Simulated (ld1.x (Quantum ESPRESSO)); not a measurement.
# What one change does to a pseudopotential (selenium, TM)

- Element: selenium (Se)
- Generator: ld1.x (Quantum ESPRESSO) 7.5
- Type: norm-conserving Troullier–Martins (Kleinman–Bylander form)
- Functional: PW91
- Relativity: scalar-relativistic
- Frozen core: [Ar] 3d10
- Valence charge: 6
- Reference configuration: 4s2 4p2 (charge +2)
- Partial waves: 4s (bound): rc 1.45 bohr; 4p (bound): rc 1.30 bohr
- Local potential: all-electron potential smoothed inside 1.15 bohr (lloc = -1)
- Core correction: a·sin(br)/r model core inside 0.90 bohr

Change: reference 4s2 4p4.

Cutoffs: the cutoffs (Ry, on a coarse ladder) from which the occupation-weighted sum of valence levels, in a spherical-Bessel basis at the reference potential, stays within 10 and 1 mRy of its value at 400 Ry; they do not see the model core or the augmentation charge, which bear on the density cutoff. Errors are all-electron minus pseudo energies relative to the spin-unpolarised reference configuration.

What does the change do?

The potential gets neither clearly harder nor softer (60 Ry and 110 Ry → 60 Ry and 110 Ry); the bound ghosts move from d, s to s; the number of tests that count goes from 7 to 6; the range in which the p phases agree widens (upper end -0.2 → 0.9).

| quantity | base | changed |
| --- | --- | --- |
| cutoff, loose | 60 Ry | 60 Ry |
| cutoff, tight | 110 Ry | 110 Ry |
| loose cutoff by channel (10 mRy a level) | s 40 Ry, p 50 Ry | s 40 Ry, p 45 Ry |
| bound ghosts | s, d | s |
| tests counted (converged, no solver errors) | 7 of 7 | 6 of 7 |
| s: phases at 1.60 bohr within 0.05 rad from the reference energy up to (Ry; the scan ends near 5) | to the end of the scan | to the end of the scan |
| p: phases at 1.60 bohr within 0.05 rad from the reference energy up to (Ry; the scan ends near 5) | -0.2 | 0.9 |

Changed file: Tests not counted: 4s2 4p0 (solver errors, printed error +1.2 eV). A true bound ghost makes a file unfit for plane-wave use even where its test errors are small: the radial tests pick states by their node count and pass the ghost by. Where a test does run into it, the solver fails or the error is huge.
